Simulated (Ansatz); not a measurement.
`O[SiH2]B(F)Cl` + H–F → `FB(F)Cl` + `O[SiH3]` at 700 K and 1 bar (cleavage of the B–Si bond).

Program: Ansatz. Geometries: PBE0-D4/def2-TZVP. ΔE: electronic, gas phase. CCSD(T)/CBS is the MP2 limit (def2-TZVPP, def2-QZVPP) plus CCSD(T) − MP2 in def2-TZVPP, frozen cores. This one scheme is used for every species. One conformer a species, not always the lowest.

```
        species  CCSD(T)/CBS energy (Eh)  H − E (kJ/mol)  S (J/(mol·K))
`O[SiH2]B(F)Cl`               -950.55475           175.0          464.1
            H–F               -100.39570            45.2          198.5
      `FB(F)Cl`               -684.31926            67.3          330.2
      `O[SiH3]`               -366.69042           144.6          321.6
```

H − E and S are ideal-gas, rigid-rotor, harmonic terms from PBE0-D4/def2-TZVP, for one conformer and one mirror image of each species. 1 Eh = 2625.50 kJ/mol, R = 8.31446 J/(mol·K).

Task: By hand: ΔE, ΔH, ΔS and ΔG.

Result: ΔE = (-684.31926) + (-366.69042) − (-950.55475) − (-100.39570) = -0.05923 Eh = -155.5 kJ/mol. Δ(H − E) = 67.3 + 144.6 − 175.0 − 45.2 = -8.3, so ΔH = -163.8 kJ/mol. ΔS = 330.2 + 321.6 − 464.1 − 198.5 = -10.8 J/(mol·K). ΔG = -163.8 − 700 × (-10.8)/1000 = -156.2 kJ/mol.

Task: By hand: the equilibrium constant, and the temperature at which ΔG would vanish if ΔH and ΔS stayed fixed.

Result: log₁₀ K = −ΔG/(RT ln 10) = 11.7. ΔG = 0 at ΔH/ΔS = 15167 K, far beyond where these terms or the molecules hold.

The number of gas molecules stays the same, so ΔS is small and ΔH decides. A doubt of 5 kJ/mol in ΔE shifts log₁₀ K by 0.4 here. Other conformers and mirror images would add mixing entropy, several J/(mol·K) or more a flexible species. Modes under 60 cm⁻¹, often nearly free rotors, make the harmonic entropy too high. These are equilibria of isolated gas molecules and say nothing of rates. Largest T1 diagnostic: 0.013 (customary marks: 0.02 for closed shells, 0.045 for open ones).
